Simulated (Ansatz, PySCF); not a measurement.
This Ansatz (a program for electronic structure) input computes a PBE0/def2-TZVPD energy:

Ansatz 0.2 input:
```yaml
crystal:
  periodic: [false, false, false]
  atoms:
    - {symbol: S, position_ang: [-0.21893664, -0.10620662, 0.36855545]}
    - {symbol: O, position_ang: [0.23046504, 1.25696270, -0.16615744]}
    - {symbol: O, position_ang: [0.11738981, -1.21182731, -0.44335922]}
    - {symbol: H, position_ang: [0.72014738, 1.33822274, -1.02075390]}
basis:
  gaussian:
    orbitals: def2-TZVPD
hamiltonian:
  xc: {name: PBE0}
total_charge: 1
output: {forces: true}
```

**Question.** Write an input for the same energy in PySCF and say what it gives.

**Answer.** 
```python
from pyscf import gto, scf, dft

mol = gto.M(
    atom='''
    S    -0.21893664   -0.10620662    0.36855545
    O     0.23046504    1.25696270   -0.16615744
    O     0.11738981   -1.21182731   -0.44335922
    H     0.72014738    1.33822274   -1.02075390
    ''',
    basis='def2-tzvpd',
    charge=1,
    spin=0,
    verbose=4,
)

mf = dft.RKS(mol, xc='pbe0').density_fit(auxbasis='def2-universal-jkfit')
mf.grids.level = 3
mf.conv_tol = 1e-9
mf.max_cycle = 100
mf.max_memory = 1500
mf.kernel()
if not mf.converged:
    mf = mf.newton()
    mf.kernel(mf.make_rdm1())
mf.analyze()
```
It gives -548.66613 Eh, and Ansatz -548.66614 Eh, a difference of 0.01 mEh.

It need not be the lowest isomer of its formula.
